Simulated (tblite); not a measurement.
Species: C4H10O2SSi.
Numbering: `[CH3:1][S:2](=[O:3])(=[O:4])[C@@H:5]1[CH2:6][CH2:7][SiH2:8]1` (hydrogens: H9, H10, H11 on C1; H12 on C5; H13, H14 on C6; H15, H16 on C7; H17, H18 on Si8)

Computed geometry: GFN2-xTB, gas phase.

(1) List the bond lengths, angles and torsions at this level.

Results:

(1) 
| bond | length (bohr) | order |
| --- | --- | --- |
| C1–S2 | 3.452 | single |
| S2=O3 | 2.722 | double |
| S2=O4 | 2.721 | double |
| S2–C5 | 3.374 | single |
| C5–C6 | 2.886 | single |
| C6–C7 | 2.917 | single |
| C7–Si8 | 3.622 | single |
| C5–Si8 | 3.620 | single |
| C1–H9, C1–H10, C1–H11 | 2.045 | single |
| C5–H12 | 2.048 | single |
| C6–H13 | 2.060 | single |
| C6–H14 | 2.059 | single |
| C7–H15 | 2.055 | single |
| C7–H16 | 2.055 | single |
| Si8–H17 | 2.746 | single |
| Si8–H18 | 2.774 | single |

Bonds in one row agree within 0.02 bohr and their mean is given. Orders are formal, as drawn. A selection of angles:
| angle | degrees |
| --- | --- |
| S2–C1–H9 | 108.0 |
| S2–C1–H11 | 108.8 |
| H9–C1–H10 | 110.6 |
| H10–C1–H11 | 110.5 |
| C1–S2–O3 | 107.5 |
| C1–S2–O4 | 108.0 |
| C1–S2–C5 | 106.3 |
| O3–S2–O4 | 117.1 |
| O3–S2–C5 | 108.2 |
| O4–S2–C5 | 109.3 |
| S2–C5–C6 | 110.5 |
| S2–C5–Si8 | 104.5 |
| S2–C5–H12 | 106.3 |
| C6–C5–Si8 | 92.1 |
| C6–C5–H12 | 118.0 |
| Si8–C5–H12 | 124.4 |
| C5–C6–C7 | 99.5 |
| C5–C6–H13 | 112.6 |
| C5–C6–H14 | 111.3 |
| C7–C6–H13 | 112.7 |
| C7–C6–H14 | 111.9 |
| H13–C6–H14 | 108.7 |
| C6–C7–Si8 | 91.5 |
| C6–C7–H15 | 113.9 |
| C6–C7–H16 | 111.1 |
| Si8–C7–H15 | 119.0 |
| Si8–C7–H16 | 112.8 |
| H15–C7–H16 | 107.9 |
| C7–Si8–H17 | 119.5 |
| C7–Si8–H18 | 116.0 |
| C5–Si8–C7 | 75.4 |
| C5–Si8–H17 | 118.6 |
| C5–Si8–H18 | 110.2 |
| H17–Si8–H18 | 112.2 |

Torsions: C1–S2–C5–C6 -77° (synclinal); S2–C5–C6–C7 -96° (anticlinal); C5–C6–C7–Si8 -10° (synperiplanar); C6–C7–Si8–C5 8° (synperiplanar); S2–C5–Si8–C7 103° (anticlinal).

S2 (sulfonyl sulfur) is distorted tetrahedral (angles from 106.3° to 117.1°). Of the pairs four or more bonds apart, O4···C7 is among the closest relative to their van der Waals radii: 3.15 Å, 98 % of the sum of Bondi's values. Si8 (SiH2 silicon) has angles from 75.4° to 119.5°. The 4-membered ring C5–C6–C7–Si8 has internal angles of 75.4° to 99.5°; it is slightly puckered (a soft mode that the optimisation may not have finished), 0.07 Å rms from its mean plane, widest ring torsion 10°. The 2 C–S bonds span 1.786 Å (S2–C5, drawn single) to 1.826 Å (C1–S2, drawn single), a spread of 0.040 Å.

Point group: C1 (no symmetry element, even within 0.4 Å). Its GFN2-xTB frequencies are all real (lowest 53 cm⁻¹). The numbers are those of one conformer. 3 starts were optimised and ended at 0.00, 0.01 and 0.82 kcal/mol (GFN2-xTB); the lowest of these is shown.
